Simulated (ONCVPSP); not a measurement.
Which change was made? (Pr, ONCV)

praseodymium (Pr), optimised norm-conserving Vanderbilt (ONCV), made with ONCVPSP 4.0.1 (LDA (Perdew-Wang 92), scalar-relativistic). Core [Kr] 4d10, reference 4f3 5s2 5p6 6s1 (charge +1). Waves: 5s+6s: rc 2.85 bohr, ncon 4, nbas 9, qcut 3.2 1/bohr, 2 projectors; 5p: rc 2.45 bohr, ncon 4, nbas 9, qcut 5.2 1/bohr, 2 projectors, debl 1.3 Ha; d scattering state at 0.27 Ha: rc 2.15 bohr, ncon 4, nbas 7, qcut 4.8 1/bohr, 3 projectors, debl 3.2 Ha; 4f: rc 1.80 bohr, ncon 4, nbas 8, qcut 10 1/bohr, 2 projectors, debl 3.9 Ha. Local part: polynomial inside 1.70 bohr (lpopt 5, dvloc0 6 Ha). Core correction: Teter function, fcfact 5.25, rcfact 1.35.

In the d channel the program set the typed energies aside and used 0.050, 3.250, 6.450 Ha.

Cutoffs, loose and tight: the cutoffs (Ha) at which the residual kinetic energy of the hardest occupied pseudo-wave falls to 1 and 0.1 mHa per electron. They do not see the model core or the augmentation charge, which bear on the density cutoff. Test errors are all-electron minus pseudo excitation energies from the reference, over the configurations 4f3 5s2 5p6 6s2; 4f3 5s2 5p6 6s0; 4f2 5s2 5p6 6s0; 4f2 5s2 5p6 5d1 6s1; variants that change the core or the reference have their own tests.

The base gives: outcome: generated, projector energies reset by the program; cutoff, loose: 40 Ha; cutoff, tight: 44 Ha; bound ghosts: none; GHOST(+) flags above zero: none; largest test error (meV): tests left out (the all-electron energies of this program are off by 10 to 40 meV for near-neutral 4f atoms).

After one change the result is: outcome: generated, projector energies reset by the program; cutoff, loose: 149 Ha; cutoff, tight: 177 Ha; bound ghosts: none; GHOST(+) flags above zero: s; largest test error (meV): tests left out (the all-electron energies of this program are off by 10 to 40 meV for near-neutral 4f atoms). Which change was it?
A. functional PBEsol; d: rc 1.8, qcut 5.7
B. s: qcut 4.4; p: qcut 7.1; d: qcut 6.5; f: qcut 13.6
C. f: rc 1.28; local potential polynomial inside 1.28 bohr (lpopt 5, dvloc0 6 Ha)
D. f: rc 2.6

C. The others give: functional PBEsol; d: rc 1.8, qcut 5.7 → outcome: generated, projector energies reset by the program; cutoff, loose: 40 Ha; cutoff, tight: 44 Ha; bound ghosts: d; GHOST(+) flags above zero: d; largest test error (meV): tests left out (the all-electron energies of this program are off by 10 to 40 meV for near-neutral 4f atoms) | s: qcut 4.4; p: qcut 7.1; d: qcut 6.5; f: qcut 13.6 → outcome: generated, projector energies reset by the program; cutoff, loose: 64 Ha; cutoff, tight: 72 Ha; bound ghosts: none; GHOST(+) flags above zero: none; largest test error (meV): tests left out (the all-electron energies of this program are off by 10 to 40 meV for near-neutral 4f atoms) | f: rc 2.6 → outcome: generated, projector energies reset by the program; cutoff, loose: 33 Ha; cutoff, tight: 37 Ha; bound ghosts: none; GHOST(+) flags above zero: none; largest test error (meV): tests left out (the all-electron energies of this program are off by 10 to 40 meV for near-neutral 4f atoms).
